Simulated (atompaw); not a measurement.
Before and after: PAW (atompaw) potential for Ti (Z = 22)

atompaw 4.2.0.5 input, output lines left out:

```
Ti 22
LDA-PW scalarrelativistic loggrid 1500 logderivrange -7 5 301
4 4 3 0 0 0
4 1 0
3 2 2
0 0 0
c
c
v
v
c
v
v
v
2
2.20 1.70 1.60 1.15
n
n
y
0.4
n
custom polynom2 7 10 vanderbiltortho besselshape
3 0 troulliermartins
1.55
2.20
1.75
2.20
2.20
2.20
```

Change: all radii scaled by about 1.06 (s 1.64, p 1.86, d 2.34 bohr); local potential troulliermartins scheme with l = 3 at 0 Ry, radius 1.70 bohr; augmentation besselshape compensation charge, radius 1.80 bohr; PAW radius 2.34 bohr; waves and projectors: custom polynom2 7 10 vanderbiltortho; core correction smooth core density matched at 1.22 bohr.

Cutoffs: the cutoffs (Ry, on a coarse ladder) from which the occupation-weighted sum of valence levels, in a spherical-Bessel basis at the reference potential, stays within 10 and 1 mRy of its value at 400 Ry; they do not see the model core or the augmentation charge, which bear on the density cutoff.

Problem. What does the change do?

Solution. The potential gets softer (25 Ry and 50 Ry → 21 Ry and 35 Ry); neither file shows a bound ghost. A larger radius leaves more room for a smooth pseudo-wave, so fewer plane waves are needed.

| quantity | base | changed |
| --- | --- | --- |
| cutoff, loose | 25 Ry | 21 Ry |
| cutoff, tight | 50 Ry | 35 Ry |
| loose cutoff by channel (10 mRy a level) | s 18 Ry, p 18 Ry, d 15 Ry | s 15 Ry, p 18 Ry, d 10 Ry |
| bound ghosts | none | none |
| lowest overlap eigenvalue by channel | s 0.51, p 0.65, d 0.94 | s 0.45, p 0.61, d 0.94 |

 The cutoffs see the waves, projectors and local potential, not the compensation charge or the core.
